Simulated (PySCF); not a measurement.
Homolysis of single bonds, series C F-Cl. All species are isolated molecules in the gas phase. Strings in code marks are SMILES.

Level of theory: PySCF with PBE-D3(BJ)/def2-TZVP // PBE0-D3(BJ)/def2-TZVP. 

| species | dipole moment (D) |
|---|---|
| radical fragment (`F[C](F)F`) | 0.11 |
| radical fragment (`[C](Cl)(F)F`) | 0.27 |
| radical fragment (`F[C](Cl)Cl`) | … |
| radical fragment (`Cl[C](Cl)Cl`) | 0.20 |

Q: What belongs in the gaps?

A: 
- radical fragment (`F[C](Cl)Cl`), dipole moment (D): 0.38
